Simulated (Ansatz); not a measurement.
Cd2SF2⁺. Charge 1, multiplicity 2. Geometry PBE0-D4/def2-SVP, that of the neutral singlet.

```
atom   x (Å)   y (Å)   z (Å)
 Cd1   0.707  -1.466   0.636
 Cd2  -0.341   1.565  -0.699
  S3   1.649   0.446  -0.281
  F4  -0.039  -3.074   1.406
  F5  -1.976   2.529  -1.062
```

In the def2 sets Cd takes a core potential; there is no spin–orbit coupling. The structure comes from a short search, and lower isomers may exist.

(1) Estimate the α-spin orbital energies around the gap (eV) in Ansatz with PBE-D4/def2-TZVP, r2SCAN-D4/def2-TZVP, PBE0-D4/def2-TZVP.

## Answers

(1) 
```json
{"orbital": "HOMO−5", "PBE-D4/def2-TZVP": "-14.11", "r2SCAN-D4/def2-TZVP": "-14.26", "PBE0-D4/def2-TZVP": "-15.28"}
{"orbital": "HOMO−4", "PBE-D4/def2-TZVP": "-14.09", "r2SCAN-D4/def2-TZVP": "-14.25", "PBE0-D4/def2-TZVP": "-15.26"}
{"orbital": "HOMO−3", "PBE-D4/def2-TZVP": "-13.38", "r2SCAN-D4/def2-TZVP": "-13.47", "PBE0-D4/def2-TZVP": "-14.54"}
{"orbital": "HOMO−2", "PBE-D4/def2-TZVP": "-13.27", "r2SCAN-D4/def2-TZVP": "-13.41", "PBE0-D4/def2-TZVP": "-14.49"}
{"orbital": "HOMO−1", "PBE-D4/def2-TZVP": "-13.10", "r2SCAN-D4/def2-TZVP": "-13.27", "PBE0-D4/def2-TZVP": "-14.47"}
{"orbital": "HOMO", "PBE-D4/def2-TZVP": "-13.09", "r2SCAN-D4/def2-TZVP": "-13.26", "PBE0-D4/def2-TZVP": "-14.46"}
{"orbital": "LUMO", "PBE-D4/def2-TZVP": "-8.62", "r2SCAN-D4/def2-TZVP": "-8.48", "PBE0-D4/def2-TZVP": "-7.89"}
{"orbital": "LUMO+1", "PBE-D4/def2-TZVP": "-7.80", "r2SCAN-D4/def2-TZVP": "-7.62", "PBE0-D4/def2-TZVP": "-6.89"}
{"orbital": "LUMO+2", "PBE-D4/def2-TZVP": "-6.94", "r2SCAN-D4/def2-TZVP": "-6.72", "PBE0-D4/def2-TZVP": "-6.33"}
{"orbital": "LUMO+3", "PBE-D4/def2-TZVP": "-6.24", "r2SCAN-D4/def2-TZVP": "-5.97", "PBE0-D4/def2-TZVP": "-5.68"}
{"orbital": "LUMO+4", "PBE-D4/def2-TZVP": "-5.89", "r2SCAN-D4/def2-TZVP": "-5.63", "PBE0-D4/def2-TZVP": "-5.25"}
{"orbital": "LUMO+5", "PBE-D4/def2-TZVP": "-4.81", "r2SCAN-D4/def2-TZVP": "-4.43", "PBE0-D4/def2-TZVP": "-4.11"}
{"orbital": "β HOMO", "PBE-D4/def2-TZVP": "-13.00", "r2SCAN-D4/def2-TZVP": "-13.14", "PBE0-D4/def2-TZVP": "-14.38"}
{"orbital": "β LUMO", "PBE-D4/def2-TZVP": "-12.45", "r2SCAN-D4/def2-TZVP": "-12.37", "PBE0-D4/def2-TZVP": "-11.78"}
```
